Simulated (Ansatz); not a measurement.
The cluster As₂Se⁻. Charge -1, multiplicity 2. Geometry PBE0-D4/def2-TZVP, that of the neutral singlet; atoms count from 1.

```xyz
3

As   -0.6478    0.6541   -0.9420
As    1.1738   -0.4586   -0.3824
Se   -0.5259   -0.1956    1.3245
```

The highest occupied level of the charge -1 doublet lies above zero (up to 0.22 eV). Its loss leaves the charge 0 singlet, which lies 1.59 eV higher (vertical, at PBE0-D4/def2-TZVPD), but this difference is unsure: the singlet is doubtful (at the level of its geometry, restricted singlet, unstable towards broken spin symmetry). The structure comes from a short search, and lower isomers may exist.

Estimate the Mulliken populations from the PBE0/def2-TZVPD orbitals of Ansatz.


```
atom  charge (e)  spin (α − β)
 As1       -0.26          0.52
 As2       -0.26          0.52
 Se3       -0.47         -0.04
```
Mulliken values and Mayer orders depend strongly on the basis. With diffuse functions, as here, like atoms can get unlike values, and bond orders can come out too low or too high.

Where does the spin sit?

Summed by element: As 1.04, Se -0.04, of 1 unpaired in all. Largest on single atoms: As2 0.52, As1 0.52, Se3 -0.04.

And the Mayer bond orders between bonded heavy atoms (over 0.3)?

As1–As2 1.55 (2.21 Å); As1–Se3 1.07 (2.42 Å); As2–Se3 1.07 (2.42 Å).
